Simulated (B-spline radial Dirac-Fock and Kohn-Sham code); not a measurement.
## Core-level shifts of zirconium with charge state

The computed values come from a B-spline atomic structure program: relaxed Dirac-Fock hole states (ΔSCF) with Breit and QED corrections and a finite nucleus. Each ion is free and in its tabulated ground configuration. Correlation and solid-state effects are left out.

Reference: Zr³³⁺, [He] 2s2 2p3, with 1s 20346.1 eV. Shifts from it, in eV (a dash: the subshell is empty, belongs to an open shell averaged over j, or its hole state is left out as unreliable):

| ion | configuration | 1s |
| --- | --- | --- |
| Zr³⁴⁺ | [He] 2s2 2p2 | ? |
| Zr³⁵⁺ | [He] 2s2 2p1 | +482.7 |
| Zr³⁶⁺ | [He] 2s2 | +730.7 |
| Zr³⁷⁺ | [He] 2s1 | – |
| Zr³⁸⁺ | 1s2 | +1168.5 |
| Zr³⁹⁺ | 1s1 | +1890.8 |

Q: Give the missing shifts for Zr³⁴⁺.

A: 1s +239.2 (eV).
